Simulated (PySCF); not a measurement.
Gas-phase reaction: 4 Al(CH3)F2 + 2 C2H4 + 2 CH2F = 4 Al(CH3)2F + C2F6

Computed with PySCF and rigid-rotor harmonic-oscillator thermochemistry at 1 bar. † marks an energy on the PBE0/def2-TZVP geometry and frequencies; other levels use their own. MP2 freezes the core. Open shells (unrestricted): CH2F (multiplicity 2); the rest are closed-shell singlets. Al(CH3)F2, CH2F, Al(CH3)2F: computed as isolated molecules; such fragments, hydroxides, amides, oligomers or adducts are transient or little studied in the gas. MP2 isn't extrapolated to the basis-set limit.

```
level              ΔH°(298 K), kJ
-----------------  --------------
HF/def2-TZVP†                 306
M06-2X/def2-TZVP†             [?]
MP2/def2-TZVPP†               [?]
PBE/def2-TZVP†                 92
PBE0/def2-TZVP                 84
r2SCAN/def2-TZVP†             [?]
```

Q: Complete the blanks.

A: 
- M06-2X/def2-TZVP†, ΔH°(298 K), kJ: 98
- MP2/def2-TZVPP†, ΔH°(298 K), kJ: 143
- r2SCAN/def2-TZVP†, ΔH°(298 K), kJ: 112
